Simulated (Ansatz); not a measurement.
Ansatz (an electronic-structure program) input (X2C-CCSD(T)/cc-pVTZ-DK):

Ansatz 0.2 input:
```yaml
crystal:
  periodic: [false, false, false]
  atoms:
    - {symbol: C, position_ang: [-2.59850535, 0.14921332, 0.20336652]}
    - {symbol: C, position_ang: [-1.48370442, -0.45916244, 0.96782383]}
    - {symbol: C, position_ang: [-0.44130161, -1.18120059, 0.11131329]}
    - {symbol: S, position_ang: [0.39121401, -0.15713573, -1.14403551]}
    - {symbol: C, position_ang: [1.19670197, 1.11599209, -0.11981925]}
    - {symbol: C, position_ang: [2.24996898, 0.59045408, 0.84460124]}
    - {symbol: H, position_ang: [-2.46558169, 0.42683390, -0.83240280]}
    - {symbol: H, position_ang: [-3.51428695, 0.43240812, 0.70299263]}
    - {symbol: H, position_ang: [-0.97374383, 0.30479275, 1.57607038]}
    - {symbol: H, position_ang: [-1.87568069, -1.17360871, 1.70266940]}
    - {symbol: H, position_ang: [0.30848997, -1.65304724, 0.74690025]}
    - {symbol: H, position_ang: [-0.91625474, -1.97294047, -0.47047259]}
    - {symbol: H, position_ang: [1.64755504, 1.78766558, -0.85212877]}
    - {symbol: H, position_ang: [0.43194070, 1.68999061, 0.40567968]}
    - {symbol: H, position_ang: [1.81122422, -0.06483902, 1.59824292]}
    - {symbol: H, position_ang: [2.73120998, 1.41896530, 1.37035946]}
    - {symbol: H, position_ang: [3.01674626, 0.02617236, 0.31294354]}
basis:
  gaussian:
    orbitals: cc-pVTZ-DK
magnetization: {spin_polarized: true, initial_magnetization: 1}
correlation: {method: ccsd_t, electrons: outside_noble_gas}
```

Output:

```
Functional definition: HF
integrals: 6.39 GiB planned
1899 factors; integrals over basis functions are off by at most 9.2e-4 eV
2.07 GiB of device memory are held for the factors and their scratch space
mean field: 2.22 GiB planned
mean field evaluation 1: about -16171.8353 eV, gradient 2.6e1 eV
mean field evaluation 2: about -16171.8376 eV, gradient 2.6e1 eV
mean field evaluation 4: about -16176.1034 eV, gradient 3.5e0 eV
mean field evaluation 8: about -16176.2092 eV, gradient 1.7e-1 eV
mean field evaluation 16: about -16176.2024 eV, gradient 8.5e-1 eV
mean field -16176.20983057 eV, -594.4647466445 hartree, gradient 3.2e-6 eV, S^2 0.763158; 0 other end points of the search recorded, 0 dependent functions left out
10 core orbitals not correlated
reference -16176.20983057 eV, -594.4647466445 hartree; 19, 18 occupied and 309, 310 virtual orbitals, 1899 factors
second order -27.95473683 eV of doubles, -0.00000000 eV of singles
coupled cluster: 50.09 GiB planned
cycle   1  -29.08226264 eV  change    -1.1e0 eV  update   1.1e-1
cycle   2  -29.78326366 eV  change   -7.0e-1 eV  update   3.1e-2
cycle   3  -29.90571426 eV  change   -1.2e-1 eV  update   1.3e-2
cycle   4  -29.90410334 eV  change    1.6e-3 eV  update   4.0e-3
cycle   5  -29.90407708 eV  change    2.6e-5 eV  update   1.9e-3
cycle   6  -29.90420241 eV  change   -1.3e-4 eV  update   7.1e-4
cycle   7  -29.90419646 eV  change    6.0e-6 eV  update   3.0e-4
cycle   8  -29.90425427 eV  change   -5.8e-5 eV  update   1.1e-4
cycle   9  -29.90425299 eV  change    1.3e-6 eV  update   5.7e-5
cycle  10  -29.90421885 eV  change    3.4e-5 eV  update   2.2e-5
perturbative correction -1.24481760 eV, -0.0457462030 hartree
Total energy: -16207.35886701 eV, -595.6094526203 hartree
Relativity: scalar
```

It need not be the lowest isomer of its formula.
